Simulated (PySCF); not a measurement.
## How methods differ on the ionisation energy of Zn²¹⁺

Zn²¹⁺ [He] 2s2 2p5 (2P) → Zn²²⁺ [He] 2s2 2p4 (3P), as a difference of total energies. Calculation: PySCF 2.14, in an uncontracted even-tempered set (18 s from 4.6 bohr⁻², ratio 2.2; 11 p from 6 bohr⁻², ratio 2.2; 6 d from 30 bohr⁻², ratio 2.4; 5 f from 45 bohr⁻², ratio 2.4; 5 g from 68 bohr⁻², ratio 2.4); no relativity, point nucleus. Correlated levels: nothing frozen; virtual orbitals above 40 to 60 times the deepest correlated orbital energy dropped. The calculations carry no spin-orbit coupling.

```
                 method  ionisation energy (eV)
                    UHF                  1955.2
                    LDA                  1955.3
                    PBE                  1956.1
                   PBE0                  1956.3
                 r2SCAN                  1957.8
                 PBEsol                  1955.1
                 M06-2X                  1956.7
    MP2 (all electrons)                  1956.8
SCS-MP2 (all electrons)                  1956.8
```

A first-order spin-orbit estimate (lowest level to lowest level, LS coupling) adds -0.262 eV.

These non-relativistic numbers lack the scalar-relativistic shift.

For comparison: 1961 ± 3 eV (semi-empirical (NIST evaluation); NIST Atomic Spectra Database, ionization energies).
